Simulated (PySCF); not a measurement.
ReO3, SMILES [O]=[Re+](=[O])=[O], charge +1, multiplicity 1.

Coordinates come from a PBE0-D3(BJ)/def2-TZVP optimisation. The spin state was assumed, not searched. The isomer is the one that the SMILES or the coordinates give; other isomers of the formula were not compared. The def2 effective core potentials stand for the cores of Re; spin–orbit coupling is left out.

All values below come from PBE/def2-TZVPD run with PySCF.

Symmetry labels are those of the subgroup Cs that the program uses (full group C3v).

List the valence orbital energies around the gap with their symmetry. (The exact figures need the calculation; the answer reports its results.)


```tsv
orbital	symmetry	energy (eV)
HOMO−7	A"	-18.84
HOMO−6	A'	-18.29
HOMO−5	A'	-18.29
HOMO−4	A"	-18.29
HOMO−3	A'	-16.36
HOMO−2	A"	-15.34
HOMO−1	A'	-15.34
HOMO	A"	-14.96
LUMO	A'	-12.93
LUMO+1	A'	-10.84
LUMO+2	A"	-10.84
LUMO+3	A'	-8.11
```
